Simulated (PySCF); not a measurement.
# Unknown compound

Molecular formula: C$_{5}$H$_{8}$Cl$_{2}$Si. Simulated spectra:

¹H NMR (400 MHz, computed): δ 5.45 (q, 1H), 2.88 (m, 1H), 2.87 (m, 1H), 2.62 (m, 1H), 2.44 (m, 1H), 0.67 (d, 3H).

¹³C{¹H} NMR (computed): δ 156.7, 151.8, 41.3, 28.9, 2.6.

PySCF 2.14 calculation with shielding tensors at PBE0/pcSseg-1 (GIAO) and geometry: GFN2-xTB; gas phase, one conformer, averaged over atoms made equivalent by symmetry, fast rotation or ring inversion, non-relativistic Hamiltonian.

Shifts are taken against calculated references (same method and geometry level): TMS for ¹H (σ = 31.72 ppm) and ¹³C (σ = 186.93 ppm).

Question: Which candidate is it?
A. C[SiH2][C@@H]1C(Cl)=C[C@@H]1Cl
B. ClC(Cl)C=C1C[SiH2]C1
C. [SiH3]C[C@@]1(Cl)[C@@H]2[C@@H](Cl)[C@@H]21
D. ClC(Cl)[SiH2]C1=CCC1
E. C[SiH2][C@@H]1C(Cl)=C[C@H]1Cl
F. C[Si@@H](Cl)C1=C(Cl)CC1

Answer: F. 

Rings plus π bonds: 2 (1 ring in the answer). 5 carbon signals for 5 carbons: no two carbons are equivalent. Carbon types of the structure: 2 × C, 2 × CH2, 1 × CH3, leaving 1 H on heteroatoms. δC 156.7, 151.8: fully substituted alkene carbon; the olefinic region. δC 41.3, 28.9: allylic sp3 CH2; saturated and bonded to C and H only. δC 2.6: methyl carbon bonded to Si; an electropositive neighbour leaves it electron-rich and shielded. δH 2.88, 2.87, 2.62, 2.44: hydrogen on an allylic sp3 CH2; allylic position. δH 0.67: hydrogen on a methyl carbon bonded to Si; an electropositive neighbour shields it, as in TMS itself.

The others: C[SiH2][C@@H]1C(Cl)=C[C@@H]1Cl has carbons computed at 151.1, 138.9, 56.6, 49.7, -6.7, with a different DEPT pattern; C[SiH2][C@@H]1C(Cl)=C[C@H]1Cl has carbons computed at 153.4, 139.7, 57.2, 54.0, -7.5, with a different DEPT pattern; ClC(Cl)C=C1C[SiH2]C1 would give 5 signals for carbon-bound and other non-exchanging H, not 6; ClC(Cl)[SiH2]C1=CCC1 would give 5 signals for carbon-bound and other non-exchanging H, not 6; [SiH3]C[C@@]1(Cl)[C@@H]2[C@@H](Cl)[C@@H]21 would give 4 carbon signals, not 5.

Carbons that carry Cl, above all several Cl atoms, come out too deshielded, partly because spin–orbit coupling is missing. Shifts are as computed. Against solution values, carbons near 30 ppm lie about +3 ppm off and those near 130 ppm about +5 ppm; carbons on Cl a further +6 ppm. Of 1211 compounds with measured shifts, 218 miss one by over three times the rms of a fit or turn the order of signals round; such compounds aren't used in these exercises. No couplings were computed; multiplicities are counted from neighbouring protons, with m where these are inequivalent, close in shift, in a saturated or five-membered ring or joined by F or P, and br s for small geminal =CH2 splittings.
